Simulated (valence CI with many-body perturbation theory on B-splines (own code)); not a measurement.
Results of a calculation; reference values are marked as such.
## W50+: what each term of the Hamiltonian does

Method: relativistic CI+MBPT: six valence electrons over a frozen Dirac-Fock core [Ar], a basis of 7 s, 7 p, 8 d, 6 f, 4 g, 1 h functions for each j, with the one-electron correlation potential Σ1, the two-electron term Σ2, the three-electron term Σ3, Breit, model QED; selected CI, second order for the rest, scaled by the run's own slope (own B-spline code, finite nucleus).

The last digits are not significant, and no measured levels were compared; by estimate large intervals hold to a few tenths of a per cent, small ones and those within an open d or f shell to about a per cent. Core correlation moves these levels by up to 15000 cm⁻¹, and in measured spectra 5 to 20 % of such shifts remained as error; rates that hang on mixing are uncertain with them. Among the levels kept, up to 1000 cm⁻¹ of a level comes from second order outside the variational space, and about a tenth of that is noise between levels of different J, which matters for small intervals. The list stops below the first excitations out of the core. Only levels of the ground parity were solved; by the run's estimate the other parity begins above the list, which can be wrong where configurations are misplaced.

Each rung adds one term. CI alone is the Dirac-Coulomb CI over the frozen core; QED comes last and gives the full result, which names the levels. Energies are above (3d3/2^4 3d5/2^2) J=4 on the same rung, in eV.

Levels are named by their leading jj configuration (3d3/2^4 stands for four electrons in 3d with j = 3/2), which in mixed levels can hold well under half, so a name can repeat and another be missing. Letters in brackets count levels of one name in rising energy.

| Level | CI alone | Σ1 | Σ2 | Σ3 | Breit | QED | Full |
| --- | --- | --- | --- | --- | --- | --- | --- |
| (3d3/2^4 3d5/2^2) J=2 | 7.61 | +0.005 | -0.482 | -0.151 | +0.726 | +0.001 | 7.71 |
| (3d3/2^4 3d5/2^2) J=0 | 25.03 | +0.027 | -0.749 | -0.059 | +1.413 | +0.011 | 25.68 |
| (3d3/2^3 3d5/2^3) J=3 [a] | 62.90 | +0.267 | +0.513 | +0.155 | -1.093 | +0.191 | 62.93 |
| (3d3/2^3 3d5/2^3) J=4 [a] | 64.68 | +0.260 | +0.636 | +0.096 | -1.509 | +0.185 | 64.35 |
| (3d3/2^3 3d5/2^3) J=1 [a] | 67.50 | +0.269 | +0.285 | +0.084 | -0.513 | +0.191 | 67.82 |
| (3d3/2^3 3d5/2^3) J=6 | 74.31 | +0.267 | +0.906 | -0.172 | -3.385 | +0.187 | 72.11 |
| (3d3/2^3 3d5/2^3) J=5 | 73.69 | +0.266 | +0.614 | -0.005 | -2.551 | +0.187 | 72.20 |
| (3d3/2^3 3d5/2^3) J=2 [a] | 80.01 | +0.270 | -0.083 | -0.143 | -1.171 | +0.187 | 79.07 |
| (3d3/2^3 3d5/2^3) J=3 [b] | 81.58 | +0.273 | +0.015 | +0.079 | -1.612 | +0.189 | 80.52 |
| (3d3/2^3 3d5/2^3) J=0 | 90.86 | +0.269 | -0.713 | +0.271 | -1.086 | +0.182 | 89.78 |
| (3d3/2^3 3d5/2^3) J=4 [b] | 95.59 | +0.285 | -0.051 | -0.074 | -1.770 | +0.193 | 94.17 |
| (3d3/2^3 3d5/2^3) J=2 [b] | 95.72 | +0.290 | -0.399 | +0.141 | -1.014 | +0.197 | 94.94 |
| (3d3/2^3 3d5/2^3) J=1 [b] | 95.22 | +0.283 | -0.550 | +0.199 | -0.310 | +0.192 | 95.03 |
| (3d3/2^3 3d5/2^3) J=3 [c] | 97.81 | +0.278 | -0.450 | +0.048 | -1.069 | +0.187 | 96.81 |
| (3d3/2^2 3d5/2^4) J=2 [a] | 131.87 | +0.529 | +0.884 | +0.050 | -2.177 | +0.377 | 131.53 |
| (3d3/2^2 3d5/2^4) J=0 [a] | 134.42 | +0.527 | +0.757 | +0.277 | -1.764 | +0.374 | 134.59 |
| (3d3/2^2 3d5/2^4) J=4 [a] | 138.88 | +0.531 | +1.042 | -0.039 | -3.256 | +0.375 | 137.54 |
| (3d3/2^2 3d5/2^4) J=3 [a] | 141.84 | +0.528 | +0.633 | +0.172 | -2.663 | +0.372 | 140.88 |
| (3d3/2^2 3d5/2^4) J=5 | 143.80 | +0.535 | +1.126 | -0.039 | -4.130 | +0.377 | 141.67 |
| (3d3/2^2 3d5/2^4) J=6 | 147.97 | +0.537 | +1.343 | -0.183 | -5.116 | +0.377 | 144.93 |
| (3d3/2^2 3d5/2^4) J=3 [b] | 149.96 | +0.541 | +0.558 | +0.093 | -3.082 | +0.379 | 148.45 |
| (3d3/2^2 3d5/2^4) J=1 | 152.12 | +0.531 | +0.087 | +0.181 | -2.300 | +0.370 | 150.99 |
| (3d3/2^2 3d5/2^4) J=4 [b] | 155.17 | +0.535 | +0.474 | +0.103 | -3.827 | +0.373 | 152.82 |
| (3d3/2^2 3d5/2^4) J=2 [b] | 156.23 | +0.537 | +0.097 | -0.063 | -2.972 | +0.374 | 154.20 |
| (3d3/2^2 3d5/2^4) J=2 [c] | 167.14 | +0.545 | +0.039 | -0.012 | -2.290 | +0.376 | 165.79 |
| (3d3/2^2 3d5/2^4) J=4 [c] | 172.28 | +0.551 | +0.160 | +0.060 | -3.058 | +0.380 | 170.38 |
| (3d3/2^2 3d5/2^4) J=2 [d] | 189.91 | +0.550 | -0.777 | +0.233 | -2.162 | +0.373 | 188.12 |
| (3d3/2^2 3d5/2^4) J=0 [b] | 207.13 | +0.567 | -1.207 | +0.231 | -1.443 | +0.380 | 205.66 |
| (3d3/2 3d5/2^5) J=1 | 207.57 | +0.798 | +1.185 | -0.087 | -3.414 | +0.566 | 206.62 |
| (3d3/2 3d5/2^5) J=4 | 221.45 | +0.802 | +1.200 | -0.120 | -4.973 | +0.564 | 218.92 |
| (3d3/2 3d5/2^5) J=2 | 227.26 | +0.803 | +0.578 | -0.081 | -4.081 | +0.563 | 225.04 |

The middle columns are the shifts that each term adds.

**Question.** How does the ionisation energy move along the ladder, and which term matters most?

**Answer.** CI alone 4561.8, + Σ1 4564.0, + Σ2 4577.0, + Σ3 4577.3, + Breit 4575.3, + QED 4575.4 eV. The largest step is Σ2, 13.1 eV. NIST lists 4578 ± 4 eV (semi-empirical).
